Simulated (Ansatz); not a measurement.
Computed with Ansatz on PBE0-D4/def2-TZVP structures; ΔE is electronic, products minus reactants. CCSD(T)/CBS adds triple-zeta CCSD(T) − MP2 to the extrapolated MP2 energy (def2 sets, frozen cores). This one scheme is used for every species. Functionals use def2-TZVPP. B3LYP here is the variant with VWN-RPA as its local correlation; programs differ in this. HSE06 is defined as in plane-wave codes. Each species was taken in one conformer, which may not be the lowest.

`OB(S)O[SiH3]` + HCl → `OB(S)Cl` + `O[SiH3]`  (ligand exchange at a B–O bond)

```tsv
level	ΔE (kJ/mol)
PBE0-D4	30.8
HSE06-D4	30.6
BLYP	29.0
r2SCAN	30.8
B3LYP	32.8
CCSD/def2-SVP	36.4
HF/def2-TZVPP	42.5
HF/def2-QZVPP	44.1
```

Task: What does CCSD(T)/CBS give? (Estimate.)

Result: The calculation gave: +35.1 kJ/mol. The listed levels differ from it by -4.3, -4.5, -6.1, -4.3, -2.3, 1.3, 7.4, 9.0 kJ/mol.

Task: What do rigid-rotor, harmonic-oscillator terms from PBE0-D4/def2-TZVP frequencies (298.15 K, 1 bar) make of the CCSD(T)/CBS value? (Best estimate.)

Result: Computed: ΔZPE = +7.1 kJ/mol, ΔH = +39.2 kJ/mol, ΔS = 8 J/(mol·K), ΔG = +36.9 kJ/mol. Modes under 50 cm⁻¹ make the entropy rough.

Largest T1 diagnostic among the species: 0.013.

In def2-TZVPP, CCSD(T) changes the Hartree–Fock value by −6.3 kJ/mol (the triples alone add −1.7 kJ/mol) and MP2 by −11.9 kJ/mol. From PBE to PBE0 (25 % exact exchange), in def2-TZVPP and without D4, ΔE moves by +4.0 kJ/mol.

CCSD(T)/CBS has its own doubt, a few kJ/mol and more with outer-core shells, so smaller differences from it don't rank the levels.
